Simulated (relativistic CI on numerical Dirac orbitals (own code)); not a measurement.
# Ta2+: 5d valence photoemission

Computed with this model: Dirac-Coulomb-Breit CI, separate exchange-only KLI orbitals for each configuration, a model potential for QED, valence Slater integrals scaled by 0.7, multiplet model of photoemission in the sudden approximation; configurations [Xe] 4f14 5d3 → [Xe] 4f14 5d2; 300 K; Lorentzian 0.3 eV and Gaussian 0.5 eV FWHM. Energies are those of the free ion, without screening or charge transfer. The energies are binding energies and can lie tens of eV above those of solids. S is read from ⟨S²⟩ = S(S + 1).

Field parameters in Wybourne normalisation: D4h B²₀ = −7Ds, B⁴₀ = 21(Dq − Dt), B⁴₄ = 21√(5/14) Dq. The field is a parameter set, without covalency.

free ion: ground-state S = 1.45, centroid 23.09 eV. Peaks (eV, height): 22.8 (100), 24.0 (29).

D4h, 10Dq = 26850, Ds = -1500, Dt = -200 cm⁻¹: ground-state S = 1.48, centroid 24.42 eV. Peaks (eV, height): 24.2 (100).

D4h, 10Dq = 26850, Ds = -600, Dt = -200 cm⁻¹: ground-state S = 1.49, centroid 24.42 eV. Peaks (eV, height): 24.3 (100).

D4h, 10Dq = 26850, Ds = 1200, Dt = -200 cm⁻¹: ground-state S = 1.48, centroid 24.42 eV. Peaks (eV, height): 24.5 (100).

D4h, 10Dq = 26850, Ds = 2100, Dt = -200 cm⁻¹: ground-state S = 1.47, centroid 24.41 eV. Peaks (eV, height): 23.8 (73), 24.7 (100).

D4h, 10Dq = 26850, Ds = 3000, Dt = -200 cm⁻¹: ground-state S = 1.39, centroid 24.37 eV. Peaks (eV, height): 23.6 (82), 24.8 (100).

Strongest unbroadened transitions for D4h, 10Dq = 26850, Ds = -1500, Dt = -200 cm⁻¹:

```csv
Energy (eV),Relative strength
24.09,59.1
24.10,59.1
24.20,87.9
24.21,16.4
24.23,56.9
24.43,50.6
24.73,100.0
24.77,47.4
25.02,2.7
25.21,1.9
25.66,0.4
27.56,0.5
27.62,0.4
27.86,1.1
27.95,0.4
28.92,0.3
28.93,0.4
29.02,0.5
```
